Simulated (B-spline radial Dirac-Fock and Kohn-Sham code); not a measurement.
# Relativistic shifts of the levels of W³⁵⁺

System: W³⁵⁺, [Kr] 4d3.

Both columns are ΔSCF binding energies of the configuration average from a radial atomic solver: non-relativistic Hartree-Fock with a point nucleus, and Dirac-Fock with a finite nucleus and the Coulomb interaction alone, averaged over the two j levels with weights 2j+1.

```
shell  Hartree-Fock (eV)  Dirac-Fock (eV)  shift (eV)  shift (%)
   1s            65695.3          71360.1    +5664.81      +8.62
   2s            12138.9          13643.6    +1504.65     +12.40
   2p            11676.0          12177.6     +501.63      +4.30
   3s             3906.7           4288.4     +381.67      +9.77
   3p             3695.2           3839.7     +144.47      +3.91
   3d             3307.5           3292.5      -14.98      -0.45
   4s             1753.5           1875.6     +122.04      +6.96
   4p             1654.8           1703.2      +48.39      +2.92
   4d             1497.7           1497.8       +0.14      +0.01
```

Relativity binds 1s, 2s, 2p, 3s, 3p, 4s, 4p, 4d more strongly, among those listed most of all 2s in relative terms, and 3d more weakly, because the contracted s and p shells screen the nucleus better.

Values without a named source are computed, but for edge energies of neutral atoms, which are taken from tables.
